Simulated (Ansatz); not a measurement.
`C#CCCCCCCC`, charge 0, multiplicity 1.

Q: Give a relaxed structure at PBE0-D4/def2-TZVP (the Gaussian-basis code of Ansatz). (Best estimate.)

A: Computed: 
Cartesian coordinates in Å:
```
C -1.202 -2.625 3.599
C -0.450 -2.076 2.841
C 0.448 -1.385 1.933
C 0.266 0.134 1.964
C 1.257 0.875 1.077
C 1.203 0.520 -0.405
C -0.144 0.772 -1.063
C -0.138 0.498 -2.558
C -1.485 0.747 -3.213
H -1.866 -3.116 4.270
H 0.284 -1.765 0.919
H 1.483 -1.637 2.190
H 0.379 0.477 2.996
H -0.762 0.373 1.677
H 1.082 1.951 1.189
H 2.272 0.694 1.449
H 1.969 1.104 -0.929
H 1.486 -0.529 -0.552
H -0.445 1.813 -0.885
H -0.916 0.153 -0.592
H 0.170 -0.540 -2.731
H 0.626 1.122 -3.035
H -1.801 1.786 -3.081
H -1.455 0.543 -4.286
H -2.260 0.111 -2.775
```
This is one stationary point; other conformers may exist.
